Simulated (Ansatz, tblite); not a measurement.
Removing an electron: Ge(SiH3)4 (Si₄GeH₁₂). Total charge 0; singlet. Geometry: r2SCAN-D4/def2-SVP. Ansatz, gas phase; energy differences of separate SCF runs; the oxidised species was run as a doublet alone.

Cartesian coordinates in Å:
```
Ge 0.005 0.007 -0.001
Si 1.705 -0.210 1.655
H 2.270 1.130 1.998
H 2.808 -1.084 1.152
H 1.134 -0.823 2.893
Si -1.620 1.593 0.720
H -2.194 1.185 2.038
H -2.726 1.678 -0.282
H -0.997 2.944 0.864
Si -1.045 -2.109 -0.317
H -0.051 -3.108 -0.815
H -2.153 -1.995 -1.313
H -1.611 -2.597 0.977
Si 0.963 0.731 -2.058
H 1.791 1.956 -1.843
H -0.115 1.047 -3.044
H 1.833 -0.344 -2.625
```

The xTB rows come from tblite. Correlated methods freeze 29 core orbitals; core or outer-core shells of Ge are correlated, in sets that lack core-valence functions. The rows differ in basis, and correlated rows in double-zeta sets carry the largest basis error. HOMO above LUMO, or a gap near zero within one spin, warns that the state may not be the lowest or that an electron is smeared out.

| level | −HOMO (eV) | vertical IE (eV) | −LUMO (eV) | HOMO–LUMO gap (eV) |
| --- | --- | --- | --- | --- |
| GFN2-xTB | 9.76 | 11.89 | 5.49 | 4.28 |
| HF/def2-SVP | – | 9.11 | – | – |
| MP2/def2-SVP | – | 9.67 | – | – |
| CCSD(T)/def2-SVP | – | 9.57 | – | – |

**Question.** Estimate the rows for PBE-D4/def2-TZVP, BLYP-D4/def2-TZVP, PBE0-D4/def2-TZVP, CCSD/def2-SVP.

**Answer.** 
| level | −HOMO (eV) | vertical IE (eV) | −LUMO (eV) | HOMO–LUMO gap (eV) | remarks |
| --- | --- | --- | --- | --- | --- |
| PBE-D4/def2-TZVP | 6.87 | 9.17 | 1.12 | 5.75 | gap within one spin near zero (+1 doublet) |
| BLYP-D4/def2-TZVP | 6.71 | 9.08 | 0.98 | 5.73 | gap within one spin near zero (+1 doublet) |
| PBE0-D4/def2-TZVP | 7.89 | 9.45 | 0.29 | 7.60 | – |
| CCSD/def2-SVP | – | 9.58 | – | – | – |

  Raw xTB energy differences between charge states are shifted by several eV; the methods need an empirical correction for them.
